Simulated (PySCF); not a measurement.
C₈H₁₃F.
Atom-mapped SMILES: `[F:1][C@:2]12[CH2:3][CH2:4][CH2:5][C@H:6]1[CH2:7][CH2:8][CH2:9]2` (hydrogens: H10, H11 on C3; H12, H13 on C4; H14, H15 on C5; H16 on C6; H17, H18 on C7; H19, H20 on C8; H21, H22 on C9)

A linear-response calculation (PySCF, def2-SVPD basis, gas phase, vertical, core orbitals frozen in the response) gave these numbers; the functional is withheld.

Orbital energies (eV): HOMO-3 -11.04, HOMO-2 -10.79, HOMO-1 -10.63, HOMO -10.39, LUMO 2.40, LUMO+1 2.78, LUMO+2 2.83.

```csv
state,E (eV),f,"main configurations (H = HOMO, L = LUMO)"
S1,8.92,0.0031,"H→L (42%), H→L+2 (23%), H→L+1 (17%)"
S2,8.99,0.011,"H→L (30%), H-2→L (22%), H→L+1 (19%)"
S3,9.09,0.0023,"H-1→L (45%), H-2→L (14%)"
S4,9.12,0.011,"H-2→L (36%), H-1→L (30%)"
S5,9.28,0.018,"H-3→L (34%), H-1→L+1 (13%), H-1→L+2 (10%)"
S6,9.32,0.0077,"H-1→L+1 (31%), H-2→L+1 (11%), H-1→L+2 (11%)"
```

Triplets (Tamm–Dancoff): T1 8.70 eV, H→L+1 (30%), H→L+2 (27%), H→L (9%); T2 8.84 eV, H→L (48%), H-2→L (24%); T3 8.94 eV, H-2→L (28%), H→L (18%), H-2→L+1 (14%); T4 8.97 eV, H-1→L (62%).

Vertical ionisation energy by ΔSCF with the same functional: 10.50 eV. Mean static polarisability: 87.6 au.

Question: Name the functional.
A. PBE
B. B3LYP
C. wB97X-D
D. HF

Answer: C. wB97X-D is range-separated, 22% exact exchange at short range and 100% at long range (ω = 0.2 bohr⁻¹). In this run −ε(HOMO) = 10.39 eV differs from the ΔSCF value by -0.11 eV, and S1 differs from the orbital gap of 12.79 eV by -3.87 eV. The ratio −ε(HOMO)/IP is 0.99. Small neutral molecules mostly give 0.89 to 0.99 with wB97X-D, 0.5 to 0.7 with PBE, 0.67 to 0.83 with B3LYP; with Hartree–Fock the ratio is 1 or more (Koopmans' value less the relaxation energy is the ΔSCF value).

Theory: TDDFT wB97X-D/def2-SVPD, vertical, gas phase, core orbitals frozen in the response (PySCF). One conformer (not necessarily the lowest) at the PBE0-D3(BJ)/def2-SVP geometry, without solvent, vibrations or thermal averaging.
